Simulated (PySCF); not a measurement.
A structure optimised at PBE-D3(BJ)/def2-SVP, used in a PySCF frequency run:

```xyz
6

Cl    -1.5181     0.6172     1.9025
Sn    -0.3179     0.0838    -0.0520
Cl    -0.2298     2.0083    -1.4108
Cl    -1.5814    -1.5602    -1.1673
Se     2.0581    -0.6710     0.4244
H      2.5176     0.5147    -0.3474
```
Charge 0, spin multiplicity 1.

Q: Write its SMILES and formula.

A: [Cl][Sn]([Cl])([Cl])[SeH], Cl₃HSeSn

Q: What are its rotational constants (standard atomic weights)?

A: 0.98436, 0.62881, 0.62017 GHz
